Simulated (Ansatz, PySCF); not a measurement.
Breaking the C4–H7 bond in C2H6Te (SMILES CC[TeH]) (multiplicity 1 held, fragments rigid). Energies count from the point at 1.090 Å.
Geometry at that point (charge 0, multiplicity 1):
| atom | x (Å) | y (Å) | z (Å) |
|---|---|---|---|
| Te | -0.4414 | -0.1550 | 0.4519 |
| H | -1.5242 | -0.0119 | -0.8034 |
| C | 1.2807 | -0.1981 | -0.8815 |
| C | 1.4841 | 1.0824 | -1.6720 |
| H | 1.1513 | -1.0651 | -1.5249 |
| H | 2.1171 | -0.3995 | -0.2124 |
| H | 1.6069 | 1.9417 | -1.0124 |
| H | 0.6348 | 1.2842 | -2.3261 |
| H | 2.3775 | 1.0028 | -2.2993 |

Restricted levels (R-, RO-) in cc, def2 and unpolarised 6-31G sets keep to the state of the molecule at rest. U- levels take the lowest unrestricted solution at each point, which mixes spins at long bonds. Left out are points that failed, MP2 points in a non-variational dive below the minimum, coupled-cluster points behind a sign of a changed root (a jump of the amplitudes, or a one-step jump against full CI or MRCI), small-basis points behind a change of solution, and semi-empirical points at long bonds. Curves can end on different states.

Correlated levels freeze the cores. Filled d and f shells under p-block atoms count as core. Rows in LANL2DZ carry no dispersion term and start afresh at each structure. LANL2DZ brings its own core potentials from Na on.

Run with Ansatz (Gaussian orbitals); PySCF for LANL2DZ rows. Values without a source in brackets are computed. In def2 rows elements past Kr take small-core potentials, without spin–orbit coupling.

Energies in kcal/mol.

```json
[
 {"R (Å)": "0.872", "R-BP86/LANL2DZ": "32.3", "U-r2SCAN/def2-TZVPP": "28.6", "R-MP2/def2-TZVPP": "28.5", "R-CCSD/def2-TZVPP": "28.6", "R-CCSD(T)/def2-TZVPP": "28.9"},
 {"R (Å)": "0.981", "R-BP86/LANL2DZ": "7.1", "U-r2SCAN/def2-TZVPP": "5.7", "R-MP2/def2-TZVPP": "5.5", "R-CCSD/def2-TZVPP": "5.6", "R-CCSD(T)/def2-TZVPP": "5.7"},
 {"R (Å)": "1.090", "R-BP86/LANL2DZ": "0.0", "U-r2SCAN/def2-TZVPP": "0.0", "R-MP2/def2-TZVPP": "0.0", "R-CCSD/def2-TZVPP": "0.0", "R-CCSD(T)/def2-TZVPP": "0.0"},
 {"R (Å)": "1.199", "R-BP86/LANL2DZ": "2.7", "U-r2SCAN/def2-TZVPP": "3.7", "R-MP2/def2-TZVPP": "left out", "R-CCSD/def2-TZVPP": "left out", "R-CCSD(T)/def2-TZVPP": "left out"},
 {"R (Å)": "1.308", "R-BP86/LANL2DZ": "10.5", "U-r2SCAN/def2-TZVPP": "12.2", "R-MP2/def2-TZVPP": "12.9", "R-CCSD/def2-TZVPP": "12.5", "R-CCSD(T)/def2-TZVPP": "12.2"},
 {"R (Å)": "1.472", "R-BP86/LANL2DZ": "26.3", "U-r2SCAN/def2-TZVPP": "28.8", "R-MP2/def2-TZVPP": "30.4", "R-CCSD/def2-TZVPP": "29.4", "R-CCSD(T)/def2-TZVPP": "28.7"},
 {"R (Å)": "1.635", "R-BP86/LANL2DZ": "43.3", "U-r2SCAN/def2-TZVPP": "46.3", "R-MP2/def2-TZVPP": "49.0", "R-CCSD/def2-TZVPP": "47.0", "R-CCSD(T)/def2-TZVPP": "45.8"},
 {"R (Å)": "1.908", "R-BP86/LANL2DZ": "69.5", "U-r2SCAN/def2-TZVPP": "73.1", "R-MP2/def2-TZVPP": "77.6", "R-CCSD/def2-TZVPP": "73.3", "R-CCSD(T)/def2-TZVPP": "70.9"},
 {"R (Å)": "2.180", "R-BP86/LANL2DZ": "90.9", "U-r2SCAN/def2-TZVPP": "91.4", "R-MP2/def2-TZVPP": "101.2", "R-CCSD/def2-TZVPP": "93.7", "R-CCSD(T)/def2-TZVPP": "89.3"},
 {"R (Å)": "2.507", "R-BP86/LANL2DZ": "110.4", "U-r2SCAN/def2-TZVPP": "101.8", "R-MP2/def2-TZVPP": "122.7", "R-CCSD/def2-TZVPP": "110.3", "R-CCSD(T)/def2-TZVPP": "102.2"},
 {"R (Å)": "2.944", "R-BP86/LANL2DZ": "127.7", "U-r2SCAN/def2-TZVPP": "107.7", "R-MP2/def2-TZVPP": "141.3", "R-CCSD/def2-TZVPP": "122.4", "R-CCSD(T)/def2-TZVPP": "106.3"},
 {"R (Å)": "3.489", "R-BP86/LANL2DZ": "140.5", "U-r2SCAN/def2-TZVPP": "110.1", "R-MP2/def2-TZVPP": "left out", "R-CCSD/def2-TZVPP": "left out", "R-CCSD(T)/def2-TZVPP": "left out"}
]
```

Doubts at one or more of the structures used: a spin-contaminated determinant (U-r2SCAN/def2-TZVPP); a restricted determinant that unrestricted orbitals would lower (R-MP2/def2-TZVPP, R-CCSD/def2-TZVPP, R-CCSD(T)/def2-TZVPP); other coupled-cluster roots lie near (R-CCSD/def2-TZVPP, R-CCSD(T)/def2-TZVPP); T1 above 0.05 (R-CCSD/def2-TZVPP, R-CCSD(T)/def2-TZVPP).

Ansatz is a program for electronic structure.
